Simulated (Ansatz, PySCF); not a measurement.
Lewis adduct: AlH3 (SMILES [AlH3]) (first 4 atoms) with C2H6O (SMILES COC); geometry from B3LYP-D3(BJ)/def2-TZVP, rigid monomers moved along the line of their centres of mass till Al1···O6 is 2.78 Å.
(charge 0, multiplicity 1):
```xyz
13

Al     0.07527    -0.21232     0.65209
H     -1.44493    -0.37966     0.19925
H      0.73711     1.20981     0.36305
H      1.01513    -1.50009     0.62713
C      0.31745    -0.92826     4.36344
O     -0.25978    -0.03573     3.40344
C     -1.06117     1.00668     3.97152
H     -0.47606    -1.42014     4.92935
H      0.96828    -0.36888     5.03826
H      0.89236    -1.66027     3.80504
H     -1.89434     0.56914     4.52420
H     -1.43740     1.60838     3.14907
H     -0.44829     1.62169     4.63274
```

Monomers are frozen at their geometry in the pair; levels with a basis set take the counterpoise correction.

Frozen-core correlation.

The values were computed with Ansatz (a program for electronic structure); PySCF for the dispersion terms. Values without a source in brackets are computed.

PBE/def2-TZVPPD gives -531.7 meV for the interaction energy.

Problem. How do the other levels lie against it? Give each less PBE: PBE-D3(BJ)/def2-TZVPPD, r2SCAN/def2-TZVPPD, B3LYP/def2-TZVPPD, wB97M-V/def2-TZVPPD, MP2/aug-cc-pV(D+d)Z, CCSD(T)/aug-cc-pV(D+d)Z.

Solution. PBE-D3(BJ)/def2-TZVPPD -55.9; r2SCAN/def2-TZVPPD -55.7; B3LYP/def2-TZVPPD 24.1; wB97M-V/def2-TZVPPD -82.0; MP2/aug-cc-pV(D+d)Z -60.7; CCSD(T)/aug-cc-pV(D+d)Z -49.1 meV. 1 of 6 lie above PBE; the widest gap is to wB97M-V/def2-TZVPPD.
